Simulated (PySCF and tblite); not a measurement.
4 diastereomers of C₈H₁₁N, numbered alike:

```csv
isomer,SMILES,descriptors (one enantiomer)
A,[CH3:1][C@@H:2]1[CH2:3][CH2:4][C@@H:5]2[C@H:6]([C:7]#[N:8])[C@H:9]12,"2R, 5S, 6S, 9R"
B,[CH3:1][C@H:2]1[CH2:3][CH2:4][C@@H:5]2[C@@H:6]([C:7]#[N:8])[C@H:9]12,"2S, 5S, 6R, 9R"
C,[CH3:1][C@@H:2]1[CH2:3][CH2:4][C@@H:5]2[C@@H:6]([C:7]#[N:8])[C@H:9]12,"2R, 5S, 6R, 9R"
D,[CH3:1][C@H:2]1[CH2:3][CH2:4][C@@H:5]2[C@H:6]([C:7]#[N:8])[C@H:9]12,"2S, 5S, 6S, 9R"
```

Protocol: conformer search, at most 3 conformers an isomer, GFN2-xTB geometries, energies PBE0/pcSseg-1 (D3(BJ) added where defined), GIAO shieldings PBE0/pcSseg-1, weights at 298.15 K with GFN2-xTB thermal terms. Programs: PySCF with density fitting and tblite.

(1) What shifts does each isomer give (ppm; of two unlike H on one atom, a is the less shielded)?

(2) Which carbons tell the isomers apart best?

Unscaled ¹⁵N shifts at such levels can be off by tens of ppm; differences between conformers or isomers are more reliable. Shifts are unscaled: against experiment ¹³C can be off by 15 ppm or more and ¹H by 0.8 ppm.

Results:

(1) 
A: ¹H (against TMS): 2.43 (H2, 1H), 2.19 (H4a, 1H), 2.09 (H4b, 1H), 1.83 (H3a, 1H), 1.75 (H3b, 1H), 1.64 (H5, 1H), 1.57 (H9, 1H), 1.39 (H1, 3H), 1.20 (H6, 1H). ¹³C (against TMS): 126.5 (C7), 39.9 (C2), 34.8 (C9), 32.4 (C3), 30.6 (C4), 29.7 (C5), 17.9 (C1), 5.0 (C6). ¹⁵N (against NH3): 305.2 (N8).

B: ¹H (against TMS): 2.20 (H2, 1H), 2.03 (H4a, 1H), 1.87 (H4b, 1H), 1.76 (H5, 1H), 1.49 (H9, 1H), 1.33 (H3a, 1H), 1.21 (H3b, 1H), 1.06 (H1, 3H), 0.69 (H6, 1H). ¹³C (against TMS): 126.0 (C7), 38.9 (C2), 38.1 (C9), 31.3 (C5), 30.0 (C3), 28.8 (C4), 23.0 (C1), 5.5 (C6). ¹⁵N (against NH3): 291.0 (N8).

C: ¹H (against TMS): 2.35 (H2, 1H), 2.00 (H4a, 1H), 1.94 (H4b, 1H), 1.74 (H5, 1H), 1.70 (H9, 1H), 1.70 (H3a, 1H), 1.12 (H1, 3H), 0.72 (H6, 1H), 0.63 (H3b, 1H). ¹³C (against TMS): 126.1 (C7), 38.9 (C2), 37.7 (C9), 32.0 (C5), 31.6 (C4), 31.3 (C3), 19.7 (C1), 2.2 (C6). ¹⁵N (against NH3): 290.7 (N8).

D: ¹H (against TMS): 2.37 (H2, 1H), 2.29 (H3a, 1H), 2.09 (H4a, 1H), 2.05 (H4b, 1H), 1.69 (H5, 1H), 1.38 (H9, 1H), 1.29 (H6, 1H), 1.22 (H3b, 1H), 1.10 (H1, 3H). ¹³C (against TMS): 125.1 (C7), 37.9 (C2), 35.7 (C9), 32.8 (C3), 29.1 (C5), 28.1 (C4), 23.7 (C1), 7.4 (C6). ¹⁵N (against NH3): 301.5 (N8).

(2) C1: 17.9 in A, 23.0 in B, 19.7 in C, 23.7 in D; C6: 5.0 in A, 5.5 in B, 2.2 in C, 7.4 in D; C4: 30.6 in A, 28.8 in B, 31.6 in C, 28.1 in D ppm.


¹⁵N shifts are against a computed isolated NH3 molecule, about 20 ppm from the liquid.